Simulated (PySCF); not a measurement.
A structure optimised at r2SCAN-D4/def2-SVP, used in a PySCF frequency run:

```xyz
12

C     -2.3331    -0.6229     0.7229
C     -1.2088     0.1377     0.0260
O     -1.1188     1.4904     0.4723
Si     0.4824    -0.7106     0.2189
Cl     1.9036     0.2611    -0.9348
H     -2.1273    -0.7499     1.8007
H     -2.4768    -1.6261     0.2898
H     -3.2779    -0.0638     0.6261
H     -1.4343     0.2047    -1.0537
H     -0.9387     1.4714     1.4231
H      0.4552    -2.1478    -0.1827
H      0.8875    -0.5914     1.6522
```
Charge 0, spin multiplicity 1.

Problem. Write its SMILES and formula.

Solution. C[C@@H](O)[SiH2]Cl, C2H7ClOSi

Problem. What are its rotational constants (standard atomic weights)?

Solution. 6.0681, 1.6156, 1.3798 GHz
